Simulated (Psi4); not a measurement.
Psi4 input (wB97X-D/6-311+G**):

```
memory 1500 MB

molecule {
1 1
N     1.25926500    1.04598000   -0.55374800
Si   -0.00101900    0.16250000    0.09864900
N    -1.50138900    0.82528700   -0.24606700
N    -0.04244100   -1.51807700   -0.79791200
O     0.30838700   -0.51933500    1.53208000
H     2.17908100    1.06660400   -0.14160700
H     1.16576800    1.69721000   -1.31720700
H    -1.60235800    1.79927100   -0.48896700
H    -2.38058300    0.42468700    0.04371100
H    -0.78367300   -2.12759000   -0.44803900
H     0.83822800   -2.01719600   -0.66125500
H    -0.18323300   -1.40343100   -1.80181500
H     0.30589600   -0.03220700    2.36153400
symmetry c1
no_reorient
no_com
}

set {
  basis 6-311+G**
  reference rks
  scf_type df
  df_basis_scf def2-universal-jkfit
  dft_radial_points 99
  dft_spherical_points 590
  e_convergence 1e-8
  d_convergence 1e-7
  maxiter 150
}

e = energy('wb97x-d')
print_out(f'\nFINAL {e:.10f} DIPOLE {variable("CURRENT DIPOLE")[0]:.6f} {variable("CURRENT DIPOLE")[1]:.6f} {variable("CURRENT DIPOLE")[2]:.6f}\n')
```

Output:

```
   => Loading Basis Set <=

    Name: 6-311+G**
    Role: ORBITAL
    Keyword: BASIS
    atoms 1, 3-4 entry N          line   150 file 6-311pgss.gbs
    atoms 2      entry SI         line   351 file 6-311pgss.gbs
    atoms 5      entry O          line   171 file 6-311pgss.gbs
    atoms 6-13   entry H          line    42 file 6-311pgss.gbs

   => WB97X-D: Empirical Dispersion <=

    Chai and Head-Gordon Dispersion Correction
    Chai, J.-D.; Head-Gordon, M. (2010), J. Chem. Phys., 132: 6615-6620

        s6 =       1.000000

         ---------------------------------------------------------
                                   SCF
               by Justin Turney, Rob Parrish, Andy Simmonett
                          and Daniel G. A. Smith
                              RKS Reference
         ---------------------------------------------------------

  ==> Geometry <==

    Molecular point group: c1
    Full point group: C1

    Geometry (in Angstrom), charge = 1, multiplicity = 1:

       Center              X                  Y                   Z               Mass
    ------------   -----------------  -----------------  -----------------  -----------------
         N            1.259265000000     1.045980000000    -0.553748000000    14.003074004430
         SI          -0.001019000000     0.162500000000     0.098649000000    27.976926534650
         N           -1.501389000000     0.825287000000    -0.246067000000    14.003074004430
         N           -0.042441000000    -1.518077000000    -0.797912000000    14.003074004430
         O            0.308387000000    -0.519335000000     1.532080000000    15.994914619570
         H            2.179081000000     1.066604000000    -0.141607000000     1.007825032230
         H            1.165768000000     1.697210000000    -1.317207000000     1.007825032230
         H           -1.602358000000     1.799271000000    -0.488967000000     1.007825032230
         H           -2.380583000000     0.424687000000     0.043711000000     1.007825032230
         H           -0.783673000000    -2.127590000000    -0.448039000000     1.007825032230
         H            0.838228000000    -2.017196000000    -0.661255000000     1.007825032230
         H           -0.183233000000    -1.403431000000    -1.801815000000     1.007825032230
         H            0.305896000000    -0.032207000000     2.361534000000     1.007825032230

  Running in c1 symmetry.

  Rotational constants: A =      0.12642  B =      0.11799  C =      0.10966 [cm^-1]
  Rotational constants: A =   3790.08547  B =   3537.23588  C =   3287.49592 [MHz]
  Nuclear repulsion =  273.680514346825987

  Charge       = 1
  Multiplicity = 1
  Electrons    = 50
  Nalpha       = 25
  Nbeta        = 25

  ==> Algorithm <==

  SCF Algorithm Type is DF.
  DIIS enabled.
  MOM disabled.
  Fractional occupation disabled.
  Guess Type is SAD.
  Energy threshold   = 1.00e-08
  Density threshold  = 1.00e-07
  Integral threshold = 1.00e-12

  ==> Primary Basis <==

  Basis Set: 6-311+G**
    Blend: 6-311+G**
    Number of shells: 86
    Number of basis functions: 166
    Number of Cartesian functions: 171
    Spherical Harmonics?: true
    Max angular momentum: 2

  ==> DFT Potential <==

   => LibXC <=

    Version 7.1.2
    S. Lehtola, C. Steigemann, M. J. T. Oliveira, and M. A. L. Marques,  SoftwareX 7, 1–5 (2018) (10.1016/j.softx.2017.11.002)

   => Composite Functional: WB97X-D <=

    wB97X-D Hyb-GGA Exchange-Correlation Functional

    J.-D. Chai and M. Head-Gordon,  Phys. Chem. Chem. Phys. 10, 6615–6620 (2008) (10.1039/B810189B)

    Deriv               =              1
    GGA                 =           TRUE
    Meta                =          FALSE

    Exchange Hybrid     =           TRUE
    MP2 Hybrid          =          FALSE

   => Exchange-Correlation Functionals <=

    1.0000   wB97X-D range-separated functional

   => Exact (HF) Exchange <=

    0.7780            HF,LR [omega = 0.2000]
    0.2220               HF

   => LibXC Density Thresholds  <==

    XC_HYB_GGA_XC_WB97X_D:  1.00E-14

   => Molecular Quadrature <=

    Radial Scheme          =       TREUTLER
    Pruning Scheme         =           NONE
    Nuclear Scheme         =       TREUTLER

    Blocking Scheme        =         OCTREE
    BS radius alpha        =              1
    Pruning alpha          =              1
    Radial Points          =             99
    Spherical Points       =            590
    Total Points           =         718153
    Total Blocks           =           4983
    Max Points             =            256
    Max Functions          =            164
    Weights Tolerance      =       1.00E-15

   => Loading Basis Set <=

    Name: DEF2-UNIVERSAL-JKFIT
    Role: JKFIT
    Keyword: DF_BASIS_SCF
    atoms 1, 3-4 entry N          line   258 file def2-universal-jkfit.gbs
    atoms 2      entry SI         line   737 file def2-universal-jkfit.gbs
    atoms 5      entry O          line   318 file def2-universal-jkfit.gbs
    atoms 6-13   entry H          line    18 file def2-universal-jkfit.gbs

  ==> Integral Setup <==

  SCF_SUBTYPE=INCORE selected. In-core MEM_DF algorithm will be used.
  Using in-core AOs.

  ==> MemDFJK: Density-Fitted J/K Matrices <==

    J tasked:                   Yes
    K tasked:                   Yes
    wK tasked:                  Yes
    Omega:                2.000E-01
    Algorithm:                 Core
    Schwarz Cutoff:           1E-12
    Mask sparsity (%):       2.1701
    Fitting Condition:        1E-10

   => Auxiliary Basis Set <=

  Basis Set: DEF2-UNIVERSAL-JKFIT
    Blend: DEF2-UNIVERSAL-JKFIT
    Number of shells: 186
    Number of basis functions: 580
    Number of Cartesian functions: 687
    Spherical Harmonics?: true
    Max angular momentum: 4

  Cached 25.0% of DFT collocation blocks in 0.599 [GiB].

  Minimum eigenvalue in the overlap matrix is 4.1027216839E-04.
  Reciprocal condition number of the overlap matrix is 4.2555709257E-05.
    Using symmetric orthogonalization.

  ==> Pre-Iterations <==

  SCF Guess: Superposition of Atomic Densities via on-the-fly atomic UHF (no occupation information).

   -------------------------
    Irrep   Nso     Nmo
   -------------------------
     A        166     166
   -------------------------
    Total     166     166
   -------------------------

  ==> Iterations <==

                           Total Energy        Delta E     RMS |[F,P]|

   @DF-RKS iter SAD:  -533.19554060050336   -5.33196e+02   0.00000e+00
   @DF-RKS iter   1:  -533.19541651630573    1.24084e-04   7.18321e-03 ADIIS/DIIS
   @DF-RKS iter   2:  -533.24896500325633   -5.35485e-02   6.75838e-03 ADIIS/DIIS
   @DF-RKS iter   3:  -533.72034210316849   -4.71377e-01   4.97333e-04 ADIIS/DIIS
   @DF-RKS iter   4:  -533.72204422686400   -1.70212e-03   2.51628e-04 ADIIS/DIIS
   @DF-RKS iter   5:  -533.72264867132230   -6.04444e-04   6.04663e-05 DIIS
   @DF-RKS iter   6:  -533.72268297108076   -3.42998e-05   1.29090e-05 DIIS
   @DF-RKS iter   7:  -533.72268450964873   -1.53857e-06   5.58681e-06 DIIS
   @DF-RKS iter   8:  -533.72268485167308   -3.42024e-07   6.63319e-07 DIIS
   @DF-RKS iter   9:  -533.72268486055930   -8.88622e-09   1.91920e-07 DIIS
   @DF-RKS iter  10:  -533.72268486119299   -6.33690e-10   3.70028e-08 DIIS
  Energy and wave function converged.

  ==> Post-Iterations <==

   Electrons on quadrature grid:
      Ntotal   =   50.0000014239 ; deviation = 1.424e-06

    Orbital Energies [Eh]
    ---------------------

    Doubly Occupied:

       1A    -66.485634     2A    -19.424556     3A    -14.695161
       4A    -14.585840     5A    -14.584433     6A     -5.614198
       7A     -3.960333     8A     -3.958857     9A     -3.957479
      10A     -1.291461    11A     -1.236764    12A     -1.136808
      13A     -1.113659    14A     -0.857362    15A     -0.826400
      16A     -0.823703    17A     -0.771370    18A     -0.750576
      19A     -0.746120    20A     -0.709473    21A     -0.694992
      22A     -0.632622    23A     -0.603214    24A     -0.541898
      25A     -0.523827

    Virtual:

      26A     -0.109559    27A     -0.068004    28A     -0.058811
      29A     -0.056731    30A     -0.020054    31A     -0.010959
      32A     -0.008259    33A     -0.001518    34A      0.013163
      35A      0.021923    36A      0.030192    37A      0.032054
      38A      0.042846    39A      0.048465    40A      0.052350
      41A      0.064377    42A      0.067478    43A      0.074917
      44A      0.082108    45A      0.093562    46A      0.110262
      47A      0.118094    48A      0.137438    49A      0.143758
      50A      0.153893    51A      0.176079    52A      0.195921
      53A      0.206119    54A      0.209705    55A      0.223586
      56A      0.239976    57A      0.257213    58A      0.281353
      59A      0.290655    60A      0.301079    61A      0.353409
      62A      0.376505    63A      0.439997    64A      0.461964
      65A      0.478405    66A      0.491558    67A      0.508027
      68A      0.528131    69A      0.537360    70A      0.565108
      71A      0.603162    72A      0.644568    73A      0.671560
      74A      0.696641    75A      0.700348    76A      0.719989
      77A      0.745161    78A      0.752130    79A      0.787105
      80A      0.817085    81A      0.843843    82A      0.897615
      83A      0.911010    84A      0.976185    85A      0.979214
      86A      1.003755    87A      1.023965    88A      1.039504
      89A      1.070797    90A      1.090400    91A      1.141989
      92A      1.155888    93A      1.195866    94A      1.235499
      95A      1.297954    96A      1.331765    97A      1.364194
      98A      1.394710    99A      1.441042   100A      1.477940
     101A      1.553264   102A      1.557180   103A      1.570284
     104A      1.627649   105A      1.644784   106A      1.677434
     107A      1.735539   108A      1.739348   109A      1.796792
     110A      1.813934   111A      1.823215   112A      1.893755
     113A      1.945722   114A      1.979414   115A      1.989764
     116A      2.040898   117A      2.173691   118A      2.240646
     119A      2.287019   120A      2.323541   121A      2.333146
     122A      2.388112   123A      2.400282   124A      2.423996
     125A      2.430045   126A      2.446743   127A      2.514823
     128A      2.548456   129A      2.574806   130A      2.646072
     131A      2.680836   132A      2.710640   133A      2.750042
     134A      2.774954   135A      2.838797   136A      2.894152
     137A      2.895991   138A      2.909371   139A      2.932525
     140A      2.960878   141A      3.012600   142A      3.024798
     143A      3.052323   144A      3.303186   145A      3.783457
     146A      3.793897   147A      3.815687   148A      4.013849
     149A      4.224507   150A      4.340213   151A      4.538897
     152A      4.553698   153A      4.670148   154A      4.679495
     155A      4.949133   156A      4.993889   157A      5.454824
     158A      5.755687   159A     11.334654   160A     11.528181
     161A     11.546561   162A     35.478201   163A     35.525475
     164A     35.563509   165A     49.882311   166A    141.223949

    Final Occupation by Irrep:
              A
    DOCC [    25 ]
    NA   [    25 ]
    NB   [    25 ]

  @DF-RKS Final Energy:  -533.72268486119299

   => Energetics <=

    Nuclear Repulsion Energy =            273.6805143468259871
    One-Electron Energy =               -1268.1553580707914080
    Two-Electron Energy =                 498.2827920119218561
    DFT Exchange-Correlation Energy =     -37.5259259076151466
    Empirical Dispersion Energy =          -0.0047072415342536
    VV10 Nonlocal Energy =                  0.0000000000000000
    Total Energy =                       -533.7226848611929881

Computation Completed

Properties will be evaluated at   0.000000,   0.000000,   0.000000 [a0]

Properties computed using the SCF density matrix

 Multipole Moments:

 ------------------------------------------------------------------------------------
     Multipole            Electronic (a.u.)      Nuclear  (a.u.)        Total (a.u.)
 ------------------------------------------------------------------------------------

 L = 1.  Multiply by 2.5417464519 to convert [e a0] to [Debye]
 Dipole X            :         -0.1942980            0.0000019           -0.1942961
 Dipole Y            :         -0.6499493           -0.0000038           -0.6499530
 Dipole Z            :         -0.7422257           -0.0000151           -0.7422408
 Magnitude           :                                                    1.0055403

 ------------------------------------------------------------------------------------

FINAL -533.7226848612 DIPOLE -0.194296 -0.649953 -0.742241

*** Psi4 exiting successfully. Buy a developer a beer!
```

The dipole moment of an ion depends on the origin.

The geometry given is a B3LYP-D3(BJ)/def2-TZVP minimum.
